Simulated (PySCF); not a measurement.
C3H4F5NSi.
Z-matrix (Å and degrees, PBE0-D3(BJ)/def2-SVP geometry), rows numbered from 1:
```
F 
C   1  1.3296
F   2  1.3293  1  108.63
F   2  1.3219  1  108.91  3  -118.61
C   2  1.5401  1  109.87  3   119.59
F   5  1.3451  2  107.52  1   176.84
F   5  1.3435  2  107.78  1    59.65
C   5  1.5274  2  112.66  1   -63.05
N   8  1.2510  5  125.92  2    87.93
Si  9  1.7565  8  137.83  5    -1.06
H   8  1.1074  5  112.33  2   -92.11
H  10  1.4897  9  104.95  8   116.11
H  10  1.4925  9  117.50  8    -6.22
H  10  1.4894  9  104.95  8  -127.79
```

Computed with PySCF at CAM-B3LYP/def2-SVPD, non-relativistic, on one gas-phase PBE0-D3(BJ)/def2-SVP geometry that isn't relaxed in the solvent. The solvent is an IEF-PCM continuum (cavity from Bondi-type radii × 1.2). Specific hydrogen bonds and non-electrostatic terms are outside this model.

Gas phase at CAM-B3LYP/def2-SVPD: HOMO -9.19 eV, LUMO -0.80 eV, dipole 0.61 D.

**Question.** What does the continuum do to the energy, the frontier levels and the dipole at CAM-B3LYP/def2-SVPD in benzene and dichloromethane?

**Answer.** 
```csv
solvent,ε,E(solvent) − E(gas) (kJ/mol),polarisation term (kJ/mol),distortion of the solute (kJ/mol),HOMO (eV),LUMO (eV),dipole (D)
benzene,2.271,-4.42,-4.64,0.22,-9.11,-0.69,0.64
dichloromethane,8.93,-8.71,-9.60,0.89,-9.07,-0.61,0.66
```

The polarisation term is half the interaction of the solute with the surface charges that it induces; the rest is the cost of distorting the solute's density. The sum is the electrostatic part of solvation alone. From benzene to dichloromethane the lowering changes by a factor 1.97, Onsager's factor (ε − 1)/(2ε + 1) by 1.83 and ε itself by 3.9.

**Question.** How does the static polarisability (CAM-B3LYP/def2-SVPD, frozen core, with the continuum's full static response) change?

**Answer.** 
```csv
medium,isotropic (au),principal values (au),⟨r²⟩ of the electrons (bohr²)
gas,74.9,"63.1, 69.0, 92.6",1588.5
benzene,83.7,"70.5, 77.6, 103.2",1588.6
dichloromethane,93.1,"78.9, 87.4, 112.9",1588.8
```

The isotropic value in dichloromethane is 1.24 times the gas-phase one; no cavity-field correction is applied. ⟨r²⟩ is taken about the centre of nuclear charge.
